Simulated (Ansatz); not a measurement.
Consider the isomerisation: `OC([SiH3])N[SiH3]` → `N[SiH2]OC[SiH3]`.

Computed with Ansatz on PBE0-D4/def2-TZVP structures; ΔE is electronic, products minus reactants. CCSD(T)/CBS is the MP2 limit (def2-TZVPP, def2-QZVPP) plus CCSD(T) − MP2 in def2-TZVPP, frozen cores. DFT in def2-TZVPP. B3LYP here is the variant with VWN-RPA as its local correlation; programs differ in this. One conformer a species, not always the lowest.

`OC([SiH3])N[SiH3]`:

```xyz
14

O     0.938   -0.177   -1.864
C     0.226    0.244   -0.718
Si    1.212    1.684    0.047
N     0.022   -0.827    0.221
Si   -1.511   -1.274    0.866
H     0.519   -0.985   -2.183
H    -0.774    0.610   -1.004
H     0.391    2.276    1.136
H     1.548    2.733   -0.949
H     2.459    1.117    0.630
H     0.865   -1.135    0.685
H    -2.476   -1.374   -0.262
H    -2.078   -0.308    1.850
H    -1.342   -2.584    1.545
```

`N[SiH2]OC[SiH3]`:

Z-matrix (Å, degrees):
```
Si
O 1 1.653
N 1 1.699 2 112.6
H 1 1.487 2 108.1 3 -119.9
H 1 1.487 2 108.2 3 119.9
C 2 1.419 1 120.6 3 179.6
H 3 1.007 1 120.9 2 74.7
H 3 1.007 1 121.0 2 -74.2
Si 6 1.888 2 108.7 1 -179.4
H 6 1.100 2 111.2 1 -58.7
H 6 1.100 2 111.1 1 59.8
H 9 1.489 6 109.1 2 -180.0
H 9 1.486 6 110.0 2 60.3
H 9 1.486 6 110.0 2 -60.3
```

```csv
level,ΔE (kJ/mol),difference from CCSD(T)/CBS
PBE-D4,-140.9,15.9
r2SCAN-D4,-155.3,1.5
B2PLYP,-159.8,-3.0
PBE0,-149.3,7.5
B3LYP,-158.5,-1.7
SCS-MP2/def2-TZVPP,-158.9,-2.1
CCSD/def2-TZVPP,-157.4,-0.6
CCSD(T)/def2-TZVPP,-154.4,2.4
MP2/def2-QZVPP,-160.7,-3.9
HF/CBS(def2),-171.9,-15.1
CCSD(T)/CBS,-156.8,0
```

Largest T1 diagnostic among the species: 0.012.

In def2-TZVPP, CCSD(T) changes the Hartree–Fock value by +15.7 kJ/mol (the triples alone add +3.0 kJ/mol) and MP2 by +11.4 kJ/mol. From PBE to PBE0 (25 % exact exchange), in def2-TZVPP and without D4, ΔE moves by −5.5 kJ/mol. The D4 term adds +4.7 kJ/mol with B3LYP and +2.6 kJ/mol with PBE0; it sums over pairs of atoms, weighted by their polarisabilities, and B3LYP, whose exchange is more repulsive, gets the larger term.
